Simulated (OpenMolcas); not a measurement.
**Computed transition rates of Xe4+**

* Program: OpenMolcas
* Method: RASSCF
* Basis: ANO-RCC [10s9p8d5f3g]
* Scalar Hamiltonian: DKH2, point nucleus
* Active space: 4 electrons in 9 orbitals (RAS2 5s 5p; RAS3 5d, at most 2 electrons)
* State averaging: 2S+1 = 3 even, 6 roots; 2S+1 = 1 even, 12 roots; 2S+1 = 5 odd, 1 root; 2S+1 = 3 odd, 9 roots; 2S+1 = 1 odd, 8 roots
* Spin-orbit coupling: RASSI with atomic mean-field integrals over the reference wave functions, term energies averaged over their components

Rates come from the transition moments of the reference wave functions (E1 and E2 in the length form). At fixed line strength A goes as λ^-3 for E1 and M1 and as λ^-5 for E2, so a rate at the computed wavelength can be rescaled to the measured one. Measured vacuum wavelengths follow from level energies in Saloman, J. Phys. Chem. Ref. Data 33, 765 (2004). Branching counts decays inside the model space alone, at computed energies, and the table is only a selection of the E2 and M1 lines, drawn from those between levels with measured partners whose computed energy lies within a factor of 1.5 of the measured one.

```
      Upper        Lower  Type  λ computed (nm)  λ measured (nm)  A computed (s-1)  A rescaled (s-1)  Branching %
5s2 5p2 1S0  5s2 5p2 3P1    M1            270.5            284.3          2.11e+02                           93.7
5s2 5p2 1D2  5s2 5p2 3P1    M1            505.4              523          2.22e+01                           51.4
5s2 5p2 1D2  5s2 5p2 3P2    M1            690.8            700.1          2.06e+01                           47.6
5s2 5p2 1S0  5s2 5p2 3P2    E2            315.9            329.6          1.03e+01                            4.6
5s2 5p2 3P1  5s2 5p2 3P0    M1             1308             1076          7.46e+00          1.34e+01        100.0
5s2 5p2 1S0  5s2 5p2 1D2    E2            582.2            622.7          3.94e+00          2.81e+00          1.7
5s2 5p2 3P2  5s2 5p2 3P1    M1             1883             2068          1.60e+00          1.21e+00         95.9
5s2 5p2 1D2  5s2 5p2 3P2    E2            690.8            700.1          2.50e-01                            0.6
5s2 5p2 3P2  5s2 5p2 3P0    E2            771.8            707.9          6.71e-02          1.03e-01          4.0
```

Spin-changing lines and M1 lines between different terms are not rescaled, since their strength hangs on the term gaps too.

The largest correction is for 5s2 5p2 3P1 → 5s2 5p2 3P0 (M1): 7.46e+00 × (1308 / 1076)^3 = 1.34e+01 s-1, a factor of 1.80.

No measured rate stands beside these. Rescaling mends the energy factor alone: line strengths can still be far off where a level mixes with configurations outside the active space, and weak or spin-changing lines hang on small mixing coefficients that depend on the term gaps too, so rescaling need not improve them.

Active for correlation alone: 5d; no level in the range computed is led by a configuration that fills it, so any true level of that kind is missing. Computed and measured levels are paired by configuration, term and J; levels that our copy of the source lacks, or whose pairing is in doubt (as where it misses far off the trend of its configuration), stay unpaired. Only configurations of the active space appear.
